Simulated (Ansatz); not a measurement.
H3B2O, SMILES `B[B-]O` (excited triplet) (charge -1, multiplicity 3). This triplet is an excited state, 0.78 eV above the relaxed singlet at the level frozen-core CCSD(T)/aug-cc-pVTZ // B3LYP-D3(BJ)/def2-TZVPD (Ansatz, a quantum-chemistry and plane-wave program).

Cartesian coordinates (Å):
SMILES: [B-](B)O
```xyz
6

B     -0.9570     0.1701     0.1058
B      0.5781     0.6247     0.4030
O      1.7924     0.0676     0.0499
H     -1.1231    -0.8533    -0.5513
H     -1.9574     0.7392     0.4670
H      1.6670    -0.7484    -0.4744
```
Charge -1, spin multiplicity 3.

Frozen-core energies in aug-cc-pVDZ from Ansatz at a geometry from B3LYP-D3(BJ)/def2-TZVPD; the HF reference has <S^2> = 2.01 and the T1 diagnostic is 0.022.

```csv
level,energy (Ha)
HF,-125.94556
MP2,-126.31502
CCSD,-126.34603
```

**Question.** Estimate the energies of CCSD(T), CCSDT and CCSDT(Q), and give each level's difference from CCSDT(Q).

**Answer.** 
```json
[
 {"level": "MP2", "energy (Ha)": "-126.31502", "difference from CCSDT(Q) (mHa)": "46.66"},
 {"level": "CCSD", "energy (Ha)": "-126.34603", "difference from CCSDT(Q) (mHa)": "15.65"},
 {"level": "CCSD(T)", "energy (Ha)": "-126.35942", "difference from CCSDT(Q) (mHa)": "2.25"},
 {"level": "CCSDT", "energy (Ha)": "-126.36071", "difference from CCSDT(Q) (mHa)": "0.96"},
 {"level": "CCSDT(Q)", "energy (Ha)": "-126.36167", "difference from CCSDT(Q) (mHa)": "0.00"}
]
```
